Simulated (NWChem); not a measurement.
# BNH₄O₂; SMILES NB(O)O

```xyz
8

B      0.0000     0.0068     0.0000
O     -1.2321     0.6419     0.0000
H     -1.1756     1.6052     0.0000
O      1.2195     0.6660     0.0000
H      1.1440     1.6279     0.0000
N      0.0139    -1.4050     0.0000
H      0.8700    -1.9361     0.0000
H     -0.8314    -1.9530     0.0000
```
Atoms are numbered in this order, from 1.

Program: NWChem. Coordinates come from a B3LYP/6-31G* (spherical d) optimisation. Level: PBE0/def2-SVPD; rows give the wavelength of the field.

| field | isotropic polarisability (bohr³) | anisotropy (bohr³) |
|---|---|---|
| static | 32.5 | 10.8 |
| 1065 nm | 32.7 | 10.9 |
| 589 nm | 33.2 | 11.1 |
